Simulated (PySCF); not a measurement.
B(AsH2)(Me)2 (C2H8AsB), SMILES CB(C)[AsH2].

The structure is a stationary point at PBE0-D3(BJ)/def2-SVP. The structure was generated by enumeration, and PubChem lists no compound with its InChIKey, so it may never have been made.

Two levels are set side by side: TDDFT-PBE/def2-SVPD (PySCF) and TDDFT-M06-2X/def2-SVPD (PySCF). Vertical, same geometry. The lowest singlet is HOMO→LUMO 97 % with PBE and HOMO→LUMO 85 % with the other functional; states are paired by order. Differences are taken from unrounded values.

| quantity | TDDFT-PBE |
|---|---|
| lowest singlet excitation (eV) | 4.39 |
| lowest triplet excitation (TDA) (eV) | 3.56 |
| first bright state (f over 0.05) (eV) | 5.49 |
| its oscillator strength | 0.06 |

Problem. These are the TDDFT-PBE values. What does TDDFT-M06-2X give? (Estimate from the structure and the level; the computed values follow.)

Solution. 
| quantity | TDDFT-M06-2X | TDDFT-PBE minus TDDFT-M06-2X |
|---|---|---|
| lowest singlet excitation (eV) | 4.76 | -0.37 |
| lowest triplet excitation (TDA) (eV) | 4.14 | -0.57 |
| first bright state (f over 0.05) (eV) | 6.40 | -0.91 |
| its oscillator strength | 0.07 | -0.01 |

Functionals without exact exchange tend to place singlet excitations lower, as here. Differences between two approximate levels are no errors against the true value.

Rough cost on one machine, each run with all the roots and properties that it gave: TDDFT-M06-2X against TDDFT-PBE about 20 times.
